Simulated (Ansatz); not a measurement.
`C[Si](C)(C)OBF` + HCl → chlorotrimethylsilane + `OBF`  (ligand exchange at the Si–O bond)

Program: Ansatz. Geometries: PBE0-D4/def2-TZVP. ΔE: electronic, gas phase. CBS: MP2 limit from def2 TZ/QZ plus the TZ coupled-cluster correction, frozen cores. This one scheme is used for every species. Functionals use def2-TZVPP. Each species was taken in one conformer, which may not be the lowest.

`C[Si](C)(C)OBF`:

Cartesian coordinates in Å:
```
C -0.990 -0.390 -1.486
Si -0.203 -0.032 0.164
C -1.232 -0.688 1.567
C 0.151 1.785 0.367
O 1.250 -0.871 0.252
B 2.375 -0.852 -0.465
F 2.497 -0.027 -1.512
H -0.356 -0.041 -2.305
H -1.158 -1.462 -1.618
H -1.958 0.112 -1.572
H -2.210 -0.200 1.595
H -1.395 -1.763 1.463
H -0.740 -0.513 2.527
H 0.650 1.984 1.319
H 0.794 2.150 -0.438
H -0.776 2.366 0.348
H 3.302 -1.559 -0.204
```

HCl:

Cartesian coordinates in Å:
```
Cl 0.584 0.259 0.019
H -0.584 -0.259 -0.019
```

`C[Si](C)(C)Cl`:

```xyz
14

C     1.340   -0.755    0.903
Si   -0.286   -0.119    0.258
C    -0.321    1.742    0.210
C    -0.696   -0.853   -1.404
Cl   -1.763   -0.732    1.587
H     1.550   -0.354    1.897
H     2.157   -0.460    0.237
H     1.334   -1.845    0.971
H    -0.125    2.162    1.199
H    -1.295    2.106   -0.126
H     0.440    2.120   -0.479
H     0.054   -0.559   -2.145
H    -1.672   -0.510   -1.753
H    -0.717   -1.944   -1.355
```

`OBF`:

Cartesian coordinates in Å:
```
O -0.517 -0.438 0.741
B 0.135 0.374 -0.109
F 0.688 -0.118 -1.217
H -0.528 -1.358 0.459
H 0.222 1.540 0.125
```

```csv
level,ΔE (kcal/mol)
BLYP-D4,-1.5
PBE0,-4.0
HF/def2-SVP,-2.8
HF/def2-QZVPP,-0.5
```

**Question.** What does CCSD(T)/CBS give? (An estimate is asked.)

**Answer.** Ansatz gave: -1.6 kcal/mol. The listed levels differ from it by 0.1, -2.4, -1.2, 1.1 kcal/mol.

Largest T1 diagnostic among the species: 0.013.

The D4 term adds +0.8 kcal/mol with B3LYP and +0.5 kcal/mol with PBE0; it sums over pairs of atoms, weighted by their polarisabilities, and B3LYP, whose exchange is more repulsive, gets the larger term. Leaving LDA and LC-ωPBE aside and taking each functional with its dispersion term where it has one, the values, not all of them listed here, spread over 3.4 kcal/mol, from PBE-D4 to CAM-B3LYP-D4. LDA lies +1.6 kcal/mol from PBE without D4. From BLYP to BHLYP (50 % exact exchange), in def2-TZVPP and without D4, ΔE moves by +1.2 kcal/mol.

B3LYP here is the variant with VWN-RPA as its local correlation; programs differ in this.
